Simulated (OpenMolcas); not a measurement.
**Ta3+: moving the ligands**

Ta3+ with 4 ligands (chloride) in square-planar coordination (D4h) at 2.35 Å. A charge of +0.25 e stands 2.6 Å behind each ligand. Ligand basis ANO-RCC-VDZP.
```
Ta    0.0000    0.0000    0.0000
Cl    2.3500    0.0000    0.0000
Cl    0.0000    2.3500    0.0000
Cl   -2.3500    0.0000    0.0000
Cl    0.0000   -2.3500    0.0000
```

| Item | Value |
| --- | --- |
| Program | OpenMolcas 26.06 |
| Method | SS-CASPT2, IPEA 0.25 Eh, imaginary shift 0.1 Eh (the lowest 24 gerade and 22 ungerade orbitals frozen, chosen by energy and not by shell, so the metal 5p can be frozen and 4f correlated) |
| Basis | ANO-RCC-VTZP [8s7p5d3f2g1h] |
| Scalar Hamiltonian | DKH2, point nucleus |
| Active space | 2 electrons in 5 orbitals (5d) |
| State averaging | 2S+1 = 3 even, 10 roots; 2S+1 = 1 even, 15 roots |
| Spin-orbit coupling | RASSI with atomic mean-field integrals over the reference wave functions |

Runs around this geometry, states (labels of D4, the rotations of D4h). Energies in cm-1 above the lowest state or level, χT in cm3 K/mol.

| R (Å) | Ground state | First state of that spin | First gap with spin-orbit (degeneracies) | χT at 300 K | First state of another spin |
| --- | --- | --- | --- | --- | --- |
| 2.32 | 2S+1 = 1 | 4910 | 2480 (1, 1) | 0.071 | 3E 670 |
| 2.35 | 2S+1 = 1 | 4300 | 2300 (1, 1) | 0.074 | 3E 53 |
| 2.4 | 3E | 2740 | 2050 (1, 2) | 0.076 | 2S+1 = 1: 890 |

The ground state changes within this set.

Over all roots computed the reference weight is 0.73 to 0.74 in R = 2.32, 0.73 to 0.74 in R = 2.35, 0.73 to 0.74 in R = 2.4; a low but even weight reflects the number of correlated electrons. Ligand-to-metal charge-transfer states are missing. With no ligand orbital active B as a rule stays too high, so bands that hang on it stand too high and its fall with covalency is understated. Spin-orbit coupling mixes the spin-free states strongly: the lowest level takes only 59 % from its leading state, 3E, which lies 666 cm-1 above the lowest spin-free state (figures for R = 2.32; the like holds for R = 2.35). The least metal-like active orbital is 67 % on the metal (Löwdin) and no ligand orbital is active, so the numbers are rough (holds for R = 2.32). The least metal-like active orbital is 68 % on the metal (Löwdin) and no ligand orbital is active, so the numbers are rough (holds for R = 2.35). An orbital doublet at a regular site is open to a Jahn-Teller distortion, which this geometry leaves out (holds for R = 2.4). The least metal-like active orbital is 71 % on the metal (Löwdin) and no ligand orbital is active, so the numbers are rough (holds for R = 2.4). No measured value stands beside these numbers; the geometry is a model, was not optimised and need not be the one that this ion takes.

A state without a sure symmetry label is named by its multiplicity alone.
